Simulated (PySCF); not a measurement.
# Hg (mercury, neutral) across methods

[Xe] 4f14 5d10 6s2, closed-shell 1S. Calculation: PySCF 2.14, in def2-QZVPPD with the def2 core potential (60 electrons) (7s5p4d4f2g, 88 functions); scalar relativity through the core potential.

```csv
method,E (hartree),mean ε 5p (eV),mean ε 5d (eV),mean ε 6s (eV),Σ⟨r²⟩ (bohr²),⟨S²⟩
TPSSh,-153.4696,-68.718,-10.640,-7.025,53.02,0.000
UHF,-152.55458,-82.501,-16.444,-8.898,54.00,0.000
PBE0,-153.5152,-70.825,-11.748,-7.534,53.04,0.000
BLYP,-153.5073,-66.659,-9.784,-6.730,53.46,0.000
B97-3,-153.5563,-71.135,-11.820,-7.463,53.14,0.000
M06-L,-153.6171,-68.095,-10.119,-6.611,52.66,0.000
LDA,-153.3029,-66.658,-10.075,-7.118,53.13,0.000
PBE,-153.5571,-66.677,-9.919,-6.783,53.19,0.000
r2SCAN,-153.5837,-68.641,-10.304,-6.998,52.67,0.000
```

Energies and moments cover only the electrons outside the core potential. Spin-orbit coupling, which splits the p, d and f shells strongly at this Z, is absent.
